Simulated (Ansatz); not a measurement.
A nudged elastic band was laid between two geometries of BH3O2 + H2S (9 atoms, charge 0, multiplicity 1).

Method: RKS PBE0-D4/def2-SVP in Ansatz 0.2.0.

```
movable images  : 7
climbing image  : yes
spring          : 5.0 eV/Å²
optimiser       : quadratic models (default)
start path      : straight line
force threshold : 0.03 eV/Å
iteration limit : 60
end points      : relaxed
```

Image 0:

```xyz
9
Properties=species:S:1:pos:R:3
B 0.831 -0.456 -0.375
H 1.507 0.157 0.419
O 0.220 0.247 -1.364
O 0.675 -1.803 -0.330
H -0.884 2.002 1.788
S -1.876 1.220 1.313
H -0.281 -0.333 -1.952
H 1.124 -2.209 0.416
H -1.315 1.176 0.084
```

Image 8:

```xyz
9
Properties=species:S:1:pos:R:3
B -0.656 -0.452 -0.301
H 2.748 1.201 0.981
O -0.638 -0.119 -1.615
O -0.400 -1.735 0.073
H 1.987 1.196 1.035
S -1.035 0.844 0.938
H -0.422 -0.880 -2.166
H -0.421 -1.890 1.021
H -1.164 1.834 0.033
```

(1) What changes between the two ends?

(2) What energy profile does the band end with?

(3) What is the geometry of the highest image?

Results:

(1) Bonds broken: B1–H2, H5–S6. Bonds formed: B1–S6, H2–H5. BH3O2 + H2S becomes BH3O2S + H2.

(2) The run converged. The highest image is number 4 of 0 to 8, 1.49 eV above the first end and 1.80 eV above the last; the last end lies 0.32 eV below the first. Another band between the same ends (7 images) ends at a top of the same energy, where a vibrational analysis finds 1 clearly imaginary mode. The orbitals stay closed-shell, which can raise the energy where a bond breaks towards radicals; this wasn't checked here.

```tsv
image	path coordinate (Å)	energy (eV)	B1–H2 (Å)	H5–S6 (Å)	B1–S6 (Å)
0	0.00	0.00	1.21	1.35	3.60
1	0.74	0.01	1.21	1.35	3.41
2	1.48	0.07	1.21	1.35	3.27
3	2.22	0.40	1.22	1.37	2.80
4	2.96	1.49	1.36	1.68	2.19
5	3.77	0.32	2.04	2.27	1.88
6	4.58	-0.25	2.75	2.75	1.83
7	5.39	-0.31	3.47	3.04	1.83
8	6.20	-0.32	4.00	3.04	1.83
```

(3) 
```xyz
9
Properties=species:S:1:pos:R:3
B 0.356 -0.183 -0.152
H 1.276 0.618 0.455
O 0.296 0.283 -1.440
O 0.527 -1.520 0.130
H 0.365 0.858 0.864
S -1.284 0.607 1.067
H -0.098 -0.382 -2.015
H 0.143 -1.814 0.959
H -1.581 1.533 0.131
```

Time of the run: 3.6 min on 2 threads of INTEL(R) XEON(R) PLATINUM 8581C CPU @ 2.10GHz (Emerald Rapids) (shared host), peak memory 0.19 GiB.
